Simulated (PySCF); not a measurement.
An unknown is described by computed data only.

Formula: C8H9F.

* Rotational structure: rotational constants A, B, C: 3.474, 1.128, 0.949 GHz [PBE0-D3(BJ)/def2-SVP]
* Polarisability: 92.3 au [CAM-B3LYP/def2-SVPD]
* Triplet: lowest triplet excitation (Tamm–Dancoff): 4.07 eV [TDA CAM-B3LYP/def2-SVPD]
* UV, first state: lowest singlet excitation: 5.43 eV (228 nm, f = 0.001) [TDDFT CAM-B3LYP/def2-SVPD]
* UV, strongest line: among the 10 lowest singlet transitions: S4 at 7.02 eV (177 nm, f = 0.687) [TDDFT CAM-B3LYP/def2-SVPD]
* 1H NMR: chemical shifts (computed TMS as zero) by class: 7.50 (2 H), 7.45 (2 H), 7.40 (1 H), 5.53 (1 H), 1.42 (3 H) ppm [GIAO PBE0/pcSseg-1]
* 13C NMR: chemical shifts (computed TMS as zero) by class: 149.6 (1 C), 133.9 (2 C), 132.9 (1 C), 129.2 (2 C), 91.6 (1 C), 27.9 (1 C) ppm [GIAO PBE0/pcSseg-1]
* NMR, other nuclei: isotropic shieldings of nuclei other than C and H, by class: 384 (1 F) ppm [GIAO PBE0/pcSseg-1]
* Dipole: 1.78 D [CAM-B3LYP/def2-SVPD]
* Valence photoelectron: vertical ionisation energy: 9.11 eV [ΔSCF CAM-B3LYP/def2-SVPD]

The electronic properties come from PySCF, for the isolated species, density fitting. Levels stand in brackets. Isolated species at its PBE0-D3(BJ)/def2-SVP geometry (one conformer only). NMR values are class means; diastereotopic atoms form classes of their own.

Q: What is the compound? Reason from the data.

A: Numbering: `[CH3:1][C@@H:2]([F:3])[c:4]1[cH:5][cH:6][cH:7][cH:8][cH:9]1`. Its formula, C8H9F, gives 4 degrees of unsaturation: 1 ring and 3 π bonds in the structure found (Kekulé form). 8 carbons fall into 6 classes; from least to most shielded: substituted aromatic carbon [C4] (149.6 ppm), aromatic CH carbon [C6/C8] (133.9 ppm, 2 C), aromatic CH carbon [C7] (132.9 ppm), aromatic CH carbon [C5/C9] (129.2 ppm, 2 C), sp3 C–F carbon [C2] (91.6 ppm), methyl carbon [C1] (27.9 ppm). Hydrogen classes from least to most shielded: 2 H on the meta carbons, C6/C8 (7.50 ppm), 2 H on the ortho carbons, C5/C9 (7.45 ppm, a mean of values up to 0.7 ppm apart in this geometry), 1 H on the para carbon, C7 (7.40 ppm), 1 H on an sp3 C–F carbon, C2 (5.53 ppm), 3 H on a methyl carbon, C1 (1.42 ppm, a mean of values up to 0.7 ppm apart in this geometry). The other shieldings belong to: 384 ppm, alkyl fluorine [F3]. The first electron is taken from the HOMO, whose largest Löwdin shares are 0.23 on an aromatic CH carbon, 0.22 on the substituted aromatic carbon and 0.10 on each of 2 atoms of one kind (aromatic CH carbon). The optimised geometry has point group C1 and is an asymmetric top. Structure: `C[C@@H](F)c1ccccc1` (PhCHFCH3). Computed isomers that give other values at the same levels: `CCc1ccc(F)cc1` (vertical ionisation energy: 8.84 eV); `CC1=C[C@@]2(C=C1)C[C@H]2F` (13C chemical shifts (computed TMS as zero) by class: 148.5 (1 C), 144.6 (1 C), 142.3 (1 C), 137.2 (1 C), 80.3 (1 C), 44.0 (1 C), 21.2 (1 C), 17.8 (1 C) ppm); `Cc1ccccc1CF` (rotational constant A: 2.423 GHz; this holds for the one conformer computed). The assignments are read from this structure; whether some other isomer fits the data as well wasn't checked. The mirror image fits equally.

Conformer computed: `[CH3:1][C@@H:2]([F:3])[c:4]1[cH:5][cH:6][cH:7][cH:8][cH:9]1`: C1–C2–C4–C5 82°.
